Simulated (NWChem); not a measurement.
System: AlH₃S₃; SMILES [SH][Al]([SH])[SH]

Here is an NWChem input.

```
start job
memory heap 200 mb stack 900 mb global 1100 mb
geometry units angstroms noautosym nocenter noautoz
  Al    -0.023157     0.025827     0.025842
  S     -0.721279     2.090431    -0.010443
  H      0.487258     2.581512    -0.367286
  S      2.125336    -0.380969    -0.057667
  H      1.977920    -1.695866    -0.333696
  S     -1.557718    -1.524125     0.147018
  H     -0.691206    -2.506048     0.481815
end
basis spherical
  * library def2-svpd
end
dft
  xc b3lyp
  iterations 150
end
property
  response 1 0.0
end
task dft property
```

All runs use the structure optimised with PBE0/def2-SVP. B3LYP is NWChem's, with the RPA form of VWN correlation.

Static field.

**Question.** Predict the main results of this run. (B3LYP/def2-SVPD.) Quantities: isotropic polarisability (bohr³); anisotropy (bohr³).

**Answer.** 
| Quantity | Value |
|---|---|
| isotropic polarisability (bohr³) | 92.3 |
| anisotropy (bohr³) | 29.2 |
